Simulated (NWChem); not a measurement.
System: CH4O2Zn; SMILES [O]([Zn][OH])C

Input file for NWChem:

```
start job
memory heap 200 mb stack 900 mb global 1100 mb
geometry units angstroms noautoz
  Zn     0.053331     0.417331     0.031968
  O      0.402865     2.146114     0.267980
  H      0.595644     2.584406    -0.581892
  O     -0.489636    -1.277237    -0.070300
  C      0.388981    -2.370205     0.003618
  H      0.962454    -2.430884     0.963013
  H     -0.203313    -3.312152    -0.068312
  H      1.140991    -2.407788    -0.824933
end
basis spherical
  Zn library def2-svp
  O library def2-svp
  H library def2-svp
  C library def2-svp
end
dft
  xc m06-2x
  iterations 150
  mulliken
end
task dft energy
```

The geometry was optimised at PBE-D3(BJ)/def2-SVP.

Predict the main results of this run. (M06-2X/def2-SVP.) Quantities: energy (Ha); highest occupied level (eV); orbital gap (eV); dipole (D).


```json
{
 "energy (Ha)": "-1969.86",
 "highest occupied level (eV)": "-8.70",
 "orbital gap (eV)": "8.37",
 "dipole (D)": "1.97"
}
```
